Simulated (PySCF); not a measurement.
Species: C7H8Se.
Bonds: C1–Se2, Se2–C3, C3–C4 (aromatic), C4–C5 (aromatic), C5–C6 (aromatic), C6–C7 (aromatic), C7–C8 (aromatic), C3–C8 (aromatic). Hydrogens: H9, H10, H11 on C1; H12 on C4; H13 on C5; H14 on C6; H15 on C7; H16 on C8.

A GFN2-xTB structure was refined with PySCF, PBE0-D3(BJ)/def2-TZVP geometry optimisation, gas phase. Its GFN2-xTB values:

```tsv
coordinate	GFN2-xTB
C1–Se2	1.954 Å
C1–H9	1.110 Å
Se2–C3	1.930 Å
C3–C4	1.346 Å
C4–C5	1.409 Å
C4–H12	1.076 Å
C5–C6	1.400 Å
C5–H13	1.090 Å
C6–H14	1.093 Å
C1–Se2–C3	102.9°
Se2–C3–C4	115.7°
Se2–C3–C8	121.7°
C3–C4–C5	119.9°
C4–C3–C8	122.6°
C4–C5–C6	119.2°
C5–C6–C7	119.2°
C6–C7–C8	121.4°
C1–Se2–C3–C4	-179°
```

Question: How do these coordinates change at the PBE0-D3(BJ)/def2-TZVP level?

Answer: 
```csv
coordinate,PBE0-D3(BJ)/def2-TZVP (Å or °),change
C3–C4,1.394,+0.048
Se2–C3,1.902,-0.028
C4–C5,1.384,-0.025
C1–H9,1.089,-0.021
C1–Se2,1.935,-0.019
C5–C6,1.389,-0.011
C6–H14,1.083,-0.010
C4–H12,1.085,+0.009
C5–H13,1.084,-0.006
C4–C3–C8,119.4,-3.2
C1–Se2–C3,100.4,-2.5
Se2–C3–C8,123.7,+2.0
Se2–C3–C4,116.9,+1.2
C4–C5–C6,120.4,+1.2
C6–C7–C8,120.7,-0.7
C3–C4–C5,120.3,+0.4
C5–C6–C7,119.3,+0.1
C1–Se2–C3–C4,176,-5
```

The energy falls by 0.144 eV over 6 energy and gradient evaluations, the largest force component goes from 0.0528 to 2.1e-04 Eh/bohr, and the atoms move by 0.053 Å rms after alignment. The bond that changes most is C3–C4 (substituted aromatic carbon to aromatic CH carbon), which lengthens by 0.048 Å. Bonds longer at the end by more than 0.005 Å: 5 of 16; shorter: 9. Rotational constants go from 3730, 859.5, 701.7 to 3729, 864.7, 705.5 MHz.

The run used 313 basis functions and 46 SCF cycles in all.

Whether it is a minimum is left open (no frequencies). One conformer, not necessarily the lowest.

The values belong to the conformer `[CH3:1][Se:2][c:3]1[cH:4][cH:5][cH:6][cH:7][cH:8]1`: C1–Se2–C3–C4 176°.
